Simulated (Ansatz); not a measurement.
Cost and result up the ladder for Mg9Se9 (18 atoms). Total charge 0; singlet. Geometry: PBE-D4/def2-SVP.

Cartesian coordinates in Å:
```
Mg 2.084 2.367 -0.715
Mg -1.034 2.460 0.289
Mg 1.878 -0.188 1.309
Mg -1.425 -0.521 0.806
Mg 1.582 2.833 2.122
Mg -1.901 -2.683 -1.604
Mg -2.343 0.022 -2.316
Mg 0.278 -3.769 0.500
Mg 1.598 -2.011 -1.448
Se 2.533 -2.591 0.867
Se 0.699 4.314 0.230
Se -0.141 0.955 2.576
Se 0.504 0.349 -1.303
Se 0.250 -4.040 -2.098
Se 3.658 1.684 1.166
Se -3.374 1.274 0.317
Se -2.807 2.501 -1.740
Se -2.041 -2.954 1.041
```

Ansatz; hardware A = 2 threads of AMD EPYC 7R13 on a shared host and a share (18 GiB) of an NVIDIA H100 80GB HBM3; B = 2 threads of AMD EPYC 7R13 on a shared host. Times are rough, and most runs start from the orbitals of an earlier one. No level here is sound enough to serve as a yardstick. Binding counts from free atoms at the same level (Mg singlet, Se triplet; other spins of the atoms weren't run), without zero-point energy or a counterpoise term.

Correlated methods freeze 90 core orbitals; core or outer-core shells of Mg, Se are correlated, in sets that lack core-valence functions. The rows differ in basis, and correlated rows in double-zeta sets carry the largest basis error. Single mean-field runs in def2-SVP, def2-TZVP are fitted with def2-universal-jkfit. Another isomer (singlet) lies 2.00 eV lower at PBE0-D4/def2-TZVP; other spin states weren't run for this one.

Correlated methods converge slowly with the basis, most of all in double-zeta sets.

```json
{"level": "BLYP-D4/def2-SVP [A]", "functions": "450", "wall time": "6 s", "binding energy per atom (eV)": "2.66"}
{"level": "PBE-D4/def2-SVP (with forces) [A]", "functions": "450", "wall time": "8 s", "binding energy per atom (eV)": "2.87"}
{"level": "r2SCAN-D4/def2-SVP [A]", "functions": "450", "wall time": "9 s", "binding energy per atom (eV)": "2.95"}
{"level": "PBE-D4/def2-TZVP [A]", "functions": "720", "wall time": "9.5 s", "binding energy per atom (eV)": "2.85"}
{"level": "RPA@PBE/def2-SVP [A]", "functions": "450", "wall time": "13 s", "binding energy per atom (eV)": "2.36"}
{"level": "PBE0-D4/def2-SVP [A]", "functions": "450", "wall time": "14 s", "binding energy per atom (eV)": "2.85"}
{"level": "MP2/def2-SVP [A]", "functions": "450", "wall time": "16 s", "binding energy per atom (eV)": "2.77"}
{"level": "PBE0-D4/def2-TZVP [A]", "functions": "720", "wall time": "16 s", "binding energy per atom (eV)": "2.84"}
{"level": "HF/STO-3G [B]", "functions": "243", "wall time": "27 s", "binding energy per atom (eV)": "3.92"}
```
